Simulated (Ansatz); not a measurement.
Geometry optimisation, Ansatz, UKS PBE0-D4/def2-SVP.

The input (input.yaml):

```yaml
crystal:
  periodic: [false, false, false]
  atoms:
    - { symbol: B, position_ang: [-0.052007, 0.105108, -0.06076] }
    - { symbol: Cl, position_ang: [-0.199315, 0.571031, 1.711385] }
    - { symbol: "N", position_ang: [1.238366, 0.079991, -0.61465] }
    - { symbol: H, position_ang: [1.426923, -0.133613, -1.583199] }
    - { symbol: H, position_ang: [2.054346, 0.320384, -0.072239] }
    - { symbol: "N", position_ang: [-1.245391, -0.186335, -0.73826] }
    - { symbol: H, position_ang: [-2.141368, -0.138214, -0.276486] }
    - { symbol: H, position_ang: [-1.290577, -0.416815, -1.720854] }
    - { symbol: "N", position_ang: [-0.251327, 0.151753, 4.616412] }
    - { symbol: H, position_ang: [-0.254753, -0.802157, 4.218672] }
    - { symbol: H, position_ang: [0.715102, 0.448867, 4.399978] }
magnetization:
  spin_polarized: true
  initial_magnetization: 1
basis:
  gaussian: { orbitals: def2-SVP }
hamiltonian:
  xc: pbe0
  dispersion: d4
relax:
  f_tol: 0.03
  max_steps: 50
```

Command:

```bash
$ ansatz run input.yaml --threads 4 --pin off --max-ram 5120MiB --backend cpu --events-out ev --progress --plain --runs-dir out
```

Q: Where does it end, and by what steps?

A: The run ended unconverged. The force dipped under the threshold on the way, but the program's further checks kept it going. After 49 steps the energy has fallen by 0.129 eV; H10 moved furthest, 1.72 Å.

| step | energy less start (eV) | largest force component (eV/Å) | accepted |
| --- | --- | --- | --- |
| 0 | 0.0000 | 0.803 | yes |
| 2 | -0.0170 | 1.381 | no |
| 4 | -0.0529 | 0.079 | yes |
| 6 | -0.0608 | 0.109 | yes |
| 8 | -0.0666 | 0.017 | yes |
| 10 | -0.0681 | 0.071 | yes |
| 12 | -0.0707 | 0.310 | yes |
| 14 | -0.0737 | 0.140 | yes |
| 16 | -0.0735 | 0.561 | no |
| 18 | -0.0822 | 0.259 | yes |
| 20 | -0.0895 | 0.036 | yes |
| 22 | -0.0779 | 0.980 | no |
| 24 | -0.0969 | 0.014 | yes |
| 26 | -0.0983 | 0.147 | yes |
| 28 | -0.1023 | 0.313 | yes |
| 30 | -0.1069 | 0.057 | yes |
| 32 | -0.1123 | 0.296 | yes |
| 34 | -0.1171 | 0.067 | yes |
| 36 | -0.1191 | 0.417 | no |
| 38 | -0.1243 | 0.146 | yes |
| 40 | -0.1256 | 0.154 | yes |
| 42 | -0.1260 | 0.101 | no |
| 44 | -0.1257 | 0.369 | no |
| 46 | -0.1271 | 0.240 | yes |
| 48 | -0.1281 | 0.094 | yes |
| 49 | -0.1290 | 0.062 | yes |

```xyz
11
Properties=species:S:1:pos:R:3
B -0.213 0.429 0.092
Cl -0.616 1.896 1.067
N 1.145 0.117 -0.073
H 1.460 -0.749 -0.487
H 1.862 0.608 0.440
N -1.290 -0.302 -0.440
H -2.248 -0.020 -0.300
H -1.175 -1.154 -0.969
N 0.559 -0.597 3.303
H 0.125 0.265 2.929
H 0.392 -0.493 4.319
```

Time of the run: 97 s on 4 threads of Arm Neoverse V2, with other jobs on the host, peak memory 0.3 GiB.
